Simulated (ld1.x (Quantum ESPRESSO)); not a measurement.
**B (Z = 5): one change to a TM potential, before and after**

ld1.x (Quantum ESPRESSO) 7.5 input, shortened:

```
&input
   title='B', zed=5., rel=0, dft='PZ', iswitch=3,
   config='[He] 2s2 2p1'
 /
 &inputp
   pseudotype=2, tm=.true., lloc=-1, rcloc=1.85,
   nlcc=.true.
 /
2
2S  1  0   2.00   0.00  1.70  1.70  0.0
2P  2  1   1.00   0.00  3.00  3.00  0.0
 &test
   configts(1)='2s2 2p1'
 /
```

Change: functional PBE.

Cutoffs: the cutoffs (Ry, on a coarse ladder) from which the occupation-weighted sum of valence levels, in a spherical-Bessel basis at the reference potential, stays within 10 and 1 mRy of its value at 400 Ry; they do not see the model core or the augmentation charge, which bear on the density cutoff. Errors are all-electron minus pseudo energies relative to the spin-unpolarised reference configuration.

What does the change do?

The potential gets neither clearly harder nor softer (18 Ry and 40 Ry → 18 Ry and 40 Ry); the number of tests with a reliable result goes from 9 to 7; of the 7 tests that both files solve, the error grows in 3 and shrinks in 0 by more than 15 % and 0.3 meV (median size 41.9 → 49.6 meV); neither file shows a bound ghost.

| quantity | base | changed |
| --- | --- | --- |
| cutoff, loose | 18 Ry | 18 Ry |
| cutoff, tight | 40 Ry | 40 Ry |
| loose cutoff by channel (10 mRy a level) | s 12 Ry, p 12 Ry | s 15 Ry, p 12 Ry |
| bound ghosts | none | none |
| error for 2s2 2p0, meV [ΔE 8.33 → 8.22 eV] | +84 | +84 |
| error for 2s1 2p0, meV [ΔE 33.63 → 33.64 eV] | +251 | +258 |
| error for 2s2 2p0.5, meV [ΔE 2.94 → 2.89 eV] | +12 | +12 |
| error for 2s2 2p1.3, meV [ΔE -0.77 → -0.74 eV] | +1.1 | +0.9 |
| error for 2s1 2p2, meV [ΔE 5.68 → 5.84 eV] | -12 | -19 |
| error for 2s0 2p3, meV [ΔE 11.39 → 11.71 eV] | -47 | -78 |
| error for 2s1 2p1, meV [ΔE 14.28 → 14.36 eV] | -42 | -50 |
| s: phases at 3.27 bohr within 0.05 rad from the reference energy up to (Ry; the scan ends near 5) | 1.1 | 1.1 |
| p: phases at 3.27 bohr within 0.05 rad from the reference energy up to (Ry; the scan ends near 5) | 0.8 | 0.8 |
